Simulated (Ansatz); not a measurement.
Consider the cleavage of the Si–Si bond: `CB[SiH](O)[SiH3]` + `OB(O)Br` → `OB(Br)O[SiH3]` + `CB[SiH2]O`.

Computed with Ansatz on PBE0-D4/def2-TZVP structures; ΔE is electronic, products minus reactants. CBS: MP2 limit from def2 TZ/QZ plus the TZ coupled-cluster correction, frozen cores. For Br outer-core shells are correlated without core-valence functions, which leaves a few kJ/mol of doubt a bond. Scalar relativity is left out up to krypton. One conformer a species, not always the lowest.

```csv
species,CCSD/def2-TZVPP energy (Eh)
`CB[SiH](O)[SiH3]`,-721.45642
`OB(O)Br`,-2749.08645
`OB(Br)O[SiH3]`,-3039.37035
`CB[SiH2]O`,-431.20774
```

Task: Work out ΔE.

Result: ΔE = (-3039.37035) + (-431.20774) − (-721.45642) − (-2749.08645) = -0.03522 Eh = -92.5 kJ/mol. CCSD(T)/CBS gives -89.9 kJ/mol.

Largest T1 diagnostic among the species: 0.013.

In def2-TZVPP, CCSD(T) changes the Hartree–Fock value by +27.8 kJ/mol (the triples alone add +3.9 kJ/mol) and MP2 by +20.2 kJ/mol. From PBE to PBE0 (25 % exact exchange), in def2-TZVPP and without D4, ΔE moves by −9.1 kJ/mol.
